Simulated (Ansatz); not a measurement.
Mulliken charges of CH$_{5}$GeN, SMILES `[CH3][Ge][NH2]` from r2SCAN/def2-TZVPP in Ansatz (PBE0-D4/def2-TZVP geometry).

```
atom   x (Å)   y (Å)   z (Å)  charge (e)
  C1  -0.662   0.861  -0.597      -0.352
 Ge2   1.192   0.622   0.119       0.240
  N3   0.922  -1.069   0.734      -0.435
  H4  -0.936   0.031  -1.254       0.072
  H5  -0.760   1.795  -1.153       0.073
  H6  -1.373   0.883   0.235       0.079
  H7   1.647  -1.588   1.203       0.163
  H8   0.062  -1.592   0.658       0.161
```

**Question.** By hand: the dipole of these point charges (1 e Å = 4.8032 D).

**Answer.** Σ q r = (0.165, -0.001, 0.066) e Å, of length 0.178 e Å = 0.85 D.

**Question.** How does the dipole of the full density compare? (An estimate is asked.)

**Answer.** Ansatz gave: (-0.148, -0.271, 0.066) e Å, 1.52 D; the point charges give 0.56 times that, at 111° from its direction.

Point charges leave out the atoms' own dipoles, such as those of lone pairs, and Mulliken's split depends on the basis, so the two needn't agree.
